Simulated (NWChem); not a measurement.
System: THF (C4H8O); SMILES C1CCOC1

NWChem printed, in part:

```
             Northwest Computational Chemistry Package (NWChem) 7.3.0
             --------------------------------------------------------

                             Geometry "geometry" -> ""
                             -------------------------

 Output coordinates in angstroms (scale by  1.889725989 to convert to a.u.)

  No.       Tag          Charge          X              Y              Z
 ---- ---------------- ---------- -------------- -------------- --------------
    1 C                    6.0000    -0.74967500     0.97116500    -0.22292600
    2 C                    6.0000     0.70905900     1.00157600     0.22162200
    3 C                    6.0000     1.16194500    -0.40967100    -0.13728400
    4 O                    8.0000     0.02553600    -1.23691000    -0.00065100
    5 C                    6.0000    -1.14349300    -0.45695300     0.13838800
    6 H                    1.0000    -1.37764300     1.72655400     0.27145100
    7 H                    1.0000    -0.82301300     1.13108200    -1.31098500
    8 H                    1.0000     1.30556000     1.78154600    -0.27353700
    9 H                    1.0000     0.77524700     1.16611400     1.30945600
   10 H                    1.0000     1.96723300    -0.78337000     0.51712900
   11 H                    1.0000     1.53736800    -0.45035500    -1.17902600
   12 H                    1.0000    -1.51417900    -0.51171200     1.18122600
   13 H                    1.0000    -1.93437900    -0.86432700    -0.51341200

 Effective nuclear repulsion energy (a.u.)     191.3794288857

                                 NWChem DFT Module
                                 -----------------

 Summary of "ao basis" -> "ao basis" (spherical)
 ------------------------------------------------------------------------------
       Tag                 Description            Shells   Functions and Types
 ---------------- ------------------------------  ------  ---------------------
 C                         def2-svpd                 8       20   4s2p2d
 O                         def2-svpd                 9       23   4s3p2d
 H                         def2-svpd                 4        8   2s2p

 in cosmo_initialize ...
 calling solv_data for solv:h2o

 solvent parameters
 solvname_short: h2o
 solvname_long:  water
 dielec:       78.4000
 dielecinf:     1.7769
 aqueous SMD model solvent descriptors
 dielec:       78.4000
 sola:          0.8200

          ---------------
          -cosmo- solvent
          ---------------
 Cosmo: York-Karplus, doi: 10.1021/jp992097l
 dielectric constant -eps-     =  78.40
 screen = (eps-1)/(eps    )    =   0.98724
 surface charge correction     = lagrangian

   van der Waals surface
 --------------------------

 ---------- ATOMIC COORDINATES (A.U.) ------------ VDWR(ANG.) --
     1   -1.41668033    1.83523574   -0.42126906     1.850
     2    1.33992722    1.89270420    0.41880485     1.850
     3    2.19575766   -0.77416594   -0.25942914     1.850
     4    0.04825604   -2.33742097   -0.00123021     1.520
     5   -2.16088844   -0.86351596    0.26151540     1.850
     6   -2.60336778    3.26271396    0.51296801     1.200
     7   -1.55526906    2.13743505   -2.47740243     1.200
     8    2.46715066    3.36663378   -0.51690998     1.200
     9    1.46500440    2.20363593    2.47451303     1.200
    10    3.71753133   -1.48035465    0.97723211     1.200
    11    2.90520426   -0.85104755   -2.22803607     1.200
    12   -2.86138341   -0.96699547    2.23219347     1.200
    13   -3.65544627   -1.63334119   -0.97020800     1.200
 number of segments per atom =        128
 number of   points per atom =        128
 atom (   nspa,  nppa )
 ----------------------
    1 (     45,     0 )       0
    2 (     44,     0 )       0
    3 (     44,     0 )       0
    4 (     48,     0 )       0
    5 (     48,     0 )       0
    6 (     56,     0 )       0
    7 (     54,     0 )       0
    8 (     55,     0 )       0
    9 (     55,     0 )       0
   10 (     55,     0 )       0
   11 (     54,     0 )       0
   12 (     53,     0 )       0
   13 (     56,     0 )       0
 number of -cosmo- surface points =      667
 molecular surface =    107.391 angstrom**2
 molecular volume  =     81.927 angstrom**3
 -lineq- algorithm             =   0
 -bem- low  level              =   3
 -bem- from -octahedral-
 gaussian surface charge width =   4.50000
 degree of switching           =   1.00000
 switching function tolerance  =   0.00010
 atomic radii =
 --------------
    1  6.000  1.850
    2  6.000  1.850
    3  6.000  1.850
    4  8.000  1.520
    5  6.000  1.850
    6  1.000  1.200
    7  1.000  1.200
    8  1.000  1.200
    9  1.000  1.200
   10  1.000  1.200
   11  1.000  1.200
   12  1.000  1.200
   13  1.000  1.200
 ...... end of -cosmo- initialization ......

 nat:                    13
 ixmem:                  9153
 calling mnsol_interface()
 G(SMD-CDS) energy (kcal/mol)  =     2.221
 SMD-CDS SASA (angstrom**2)    =   139.567

            General Information
            -------------------
          SCF calculation type: DFT
          Wavefunction type:  closed shell.
          No. of atoms     :    13
          No. of electrons :    40
           Alpha electrons :    20
            Beta electrons :    20
          Charge           :     0
          Spin multiplicity:     1
          Use of symmetry is: off; symmetry adaption is: off
          Maximum number of iterations: 150
          AO basis - number of functions:   167
                     number of shells:    73
          Convergence on energy requested:  1.00D-06
          Convergence on density requested:  1.00D-05
          Convergence on gradient requested:  5.00D-04

              XC Information
              --------------
                         B3LYP Method XC Potential
                     Hartree-Fock (Exact) Exchange  0.200
                        Slater Exchange Functional  0.800 local
                    Becke 1988 Exchange Functional  0.720 non-local
              Lee-Yang-Parr Correlation Functional  0.810
                  VWN I RPA Correlation Functional  0.190 local

             Grid Information
             ----------------
          Grid used for XC integration:  medium
          Radial quadrature: Mura-Knowles
          Angular quadrature: Lebedev.
          Tag              B.-S. Rad. Rad. Pts. Rad. Cut. Ang. Pts.
          ---              ---------- --------- --------- ---------
          C                   0.70       49          10.0       434
          O                   0.60       49          10.0       434
          H                   0.35       45          11.0       434
          Grid pruning is: on
          Number of quadrature shells:   605
          Spatial weights used:  Erf1

      Superposition of Atomic Density Guess
      -------------------------------------

 Sum of atomic energies:        -229.18873663

      Non-variational initial energy
      ------------------------------

 Total energy =    -232.691365
 1-e energy   =    -688.045244
 2-e energy   =     263.974451
 HOMO         =      -0.321499
 LUMO         =       0.060019

   convergence    iter        energy       DeltaE   RMS-Dens  Diis-err
 ---------------- ----- ----------------- --------- --------- ---------
     COSMO gas phase
 d= 0,ls=0.0,diis     1   -232.2302097792 -4.24D+02  1.52D-02  5.81D-01
 d= 0,ls=0.0,diis     2   -232.2481677117 -1.80D-02  4.98D-03  5.11D-01
 d= 0,ls=0.0,diis     3   -232.2891450943 -4.10D-02  1.24D-03  9.00D-02
 d= 0,ls=0.0,diis     4   -232.2967099982 -7.56D-03  3.54D-04  3.06D-03
 d= 0,ls=0.0,diis     5   -232.2970399386 -3.30D-04  1.19D-04  2.20D-04
  Resetting Diis
 d= 0,ls=0.0,diis     6   -232.2970684128 -2.85D-05  1.68D-05  1.67D-06
 d= 0,ls=0.0,diis     7   -232.2970685999 -1.87D-07  7.51D-06  2.67D-07

   convergence    iter        energy       DeltaE   RMS-Dens  Diis-err
 ---------------- ----- ----------------- --------- --------- ---------
     COSMO solvation phase
 d= 0,ls=0.0,diis     1   -232.2996853245 -2.62D-03  1.75D-03  4.66D-03
 d= 0,ls=0.0,diis     2   -232.3008337145 -1.15D-03  4.22D-04  2.70D-03
 d= 0,ls=0.0,diis     3   -232.3010284401 -1.95D-04  1.48D-04  1.02D-03
 d= 0,ls=0.0,diis     4   -232.3011202351 -9.18D-05  3.20D-05  1.19D-05
 d= 0,ls=0.0,diis     5   -232.3011214309 -1.20D-06  1.32D-05  4.35D-06
 d= 0,ls=0.0,diis     6   -232.3011219193 -4.88D-07  2.40D-06  7.99D-08

         Total DFT energy =     -232.301121919252
      One electron energy =     -693.158623007253
           Coulomb energy =      302.501982421084
    Exchange-Corr. energy =      -33.282620078016
 Nuclear repulsion energy =      191.379428885670

             COSMO energy =        0.258709859264

 Numeric. integr. density =       40.000065871663

                                COSMO-SMD solvation results
                                ---------------------------

             internal energy in gas <Psi(g)|H|Psi(g)> =      -232.297068599885
         internal energy in solvent <Psi(s)|H|Psi(s)> =      -232.295177398589
                               delta internal energy  =         0.001891201296 (    1.19 kcal/mol)
   total free energy in solvent <Psi(s)|H+V/2|Psi(s)> =      -232.304660825340
 polarization energy contribution <Psi(s)|V/2|Psi(s)> =        -0.009483426751 (   -5.95 kcal/mol)
    total free energy in solvent including G(SMD-CDS) =      -232.301121919252
                       G(SMD-CDS) energy contribution =         0.003538906088 (    2.22 kcal/mol)
     1 M fixed-concentration free energy of solvation =        -0.004053319367 (   -2.54 kcal/mol)

                       DFT Final Molecular Orbital Analysis
                       ------------------------------------

 Vector   18  Occ=2.000000D+00  E=-3.334674D-01
              MO Center= -1.4D-02,  6.5D-01, -1.9D-04, r^2= 3.2D+00
   Bfn.  Coefficient  Atom+Function         Bfn.  Coefficient  Atom+Function
  ----- ------------  ---------------      ----- ------------  ---------------
   112     -0.277958   7 H  s               128     -0.277836   9 H  s
     7      0.276061   1 C  pz               27     -0.276126   2 C  pz
   137      0.233353  10 H  s               161      0.233377  13 H  s
   113     -0.222169   7 H  s               129     -0.222460   9 H  s
   145     -0.219555  11 H  s               153     -0.219237  12 H  s

 Vector   19  Occ=2.000000D+00  E=-3.320430D-01
              MO Center=  7.0D-03, -3.2D-01, -3.5D-04, r^2= 2.6D+00
   Bfn.  Coefficient  Atom+Function         Bfn.  Coefficient  Atom+Function
  ----- ------------  ---------------      ----- ------------  ---------------
    66      0.387549   4 O  py               46     -0.250626   3 C  py
    89     -0.250297   5 C  py               69      0.246580   4 O  py
     6      0.197140   1 C  py               26      0.190240   2 C  py
    64     -0.177833   4 O  s                25     -0.176854   2 C  px
     5      0.168646   1 C  px               63     -0.161765   4 O  s

 Vector   20  Occ=2.000000D+00  E=-2.641986D-01
              MO Center=  1.9D-02, -8.8D-01,  4.3D-04, r^2= 2.3D+00
   Bfn.  Coefficient  Atom+Function         Bfn.  Coefficient  Atom+Function
  ----- ------------  ---------------      ----- ------------  ---------------
    67      0.528476   4 O  pz               70      0.378687   4 O  pz
   144      0.212428  11 H  s               152     -0.212608  12 H  s
    47     -0.174521   3 C  pz               90     -0.174432   5 C  pz
   136     -0.157836  10 H  s               160      0.157144  13 H  s
   145      0.130599  11 H  s               153     -0.129969  12 H  s

 Vector   21  Occ=0.000000D+00  E= 1.673778D-02
              MO Center=  1.9D-03, -8.6D-02,  1.8D-05, r^2= 1.0D+01
   Bfn.  Coefficient  Atom+Function         Bfn.  Coefficient  Atom+Function
  ----- ------------  ---------------      ----- ------------  ---------------
    64      2.754467   4 O  s                44     -2.493959   3 C  s
    87     -2.493818   5 C  s               113      1.417876   7 H  s
   129      1.414857   9 H  s                 3     -1.354541   1 C  s
    23     -1.355208   2 C  s               145      1.167726  11 H  s
   153      1.169542  12 H  s                 4     -0.966919   1 C  s

 Vector   22  Occ=0.000000D+00  E= 4.766167D-02
              MO Center= -2.9D-03,  3.0D-01, -4.6D-03, r^2= 1.2D+01
   Bfn.  Coefficient  Atom+Function         Bfn.  Coefficient  Atom+Function
  ----- ------------  ---------------      ----- ------------  ---------------
     4      3.047053   1 C  s                44     -3.041525   3 C  s
    24     -2.912641   2 C  s                87      2.889294   5 C  s
   137      2.712117  10 H  s               161     -2.659744  13 H  s
   105     -2.411567   6 H  s               121      2.325873   8 H  s
    43     -1.382210   3 C  s                86      1.358290   5 C  s

 Vector   23  Occ=0.000000D+00  E= 4.775099D-02
              MO Center= -5.0D-03,  2.1D-01,  4.0D-03, r^2= 1.2D+01
   Bfn.  Coefficient  Atom+Function         Bfn.  Coefficient  Atom+Function
  ----- ------------  ---------------      ----- ------------  ---------------
    87      3.609298   5 C  s                44      3.480127   3 C  s
    24     -3.213853   2 C  s                 4     -3.083981   1 C  s
    64     -2.913457   4 O  s               121      2.089149   8 H  s
   105      1.985243   6 H  s               161     -1.385778  13 H  s
   137     -1.275342  10 H  s               129      1.206582   9 H  s

     Multipole analysis of the density
     ---------------------------------

     L   x y z        total         alpha         beta         nuclear
     -   - - -        -----         -----         ----         -------
     0   0 0 0     -0.000000    -20.000000    -20.000000     40.000000

     1   1 0 0     -0.021348     -0.017759     -0.017759      0.014169
     1   0 1 0      1.020991      0.570065      0.570065     -0.119140
     1   0 0 1      0.001162      0.004461      0.004461     -0.007759

     2   2 0 0    -21.665991    -81.341601    -81.341601    141.017211
     2   1 1 0      0.104521     -0.042135     -0.042135      0.188791
     2   1 0 1     -0.150451      0.261928      0.261928     -0.674307
     2   0 2 0    -26.695211    -79.049380    -79.049380    131.403548
     2   0 1 1     -0.005880      0.018498      0.018498     -0.042876
     2   0 0 2    -23.161297    -25.363425    -25.363425     27.565554
```

Level: B3LYP/def2-SVPD, SMD on the gas-phase geometry. The geometry was optimised at PBE0/def2-SVP. Solvent: water.

**Question.** Which NWChem input produces such a log?

**Answer.** Several could match; the one computed here: the input that was run:
```
start job
memory heap 200 mb stack 900 mb global 1100 mb
geometry units angstroms noautosym nocenter noautoz
  C     -0.749675     0.971165    -0.222926
  C      0.709059     1.001576     0.221622
  C      1.161945    -0.409671    -0.137284
  O      0.025536    -1.236910    -0.000651
  C     -1.143493    -0.456953     0.138388
  H     -1.377643     1.726554     0.271451
  H     -0.823013     1.131082    -1.310985
  H      1.305560     1.781546    -0.273537
  H      0.775247     1.166114     1.309456
  H      1.967233    -0.783370     0.517129
  H      1.537368    -0.450355    -1.179026
  H     -1.514179    -0.511712     1.181226
  H     -1.934379    -0.864327    -0.513412
end
basis spherical
  * library def2-svpd
end
dft
  xc b3lyp
  iterations 150
end
cosmo
  do_cosmo_smd true
  solvent water
end
task dft energy
```
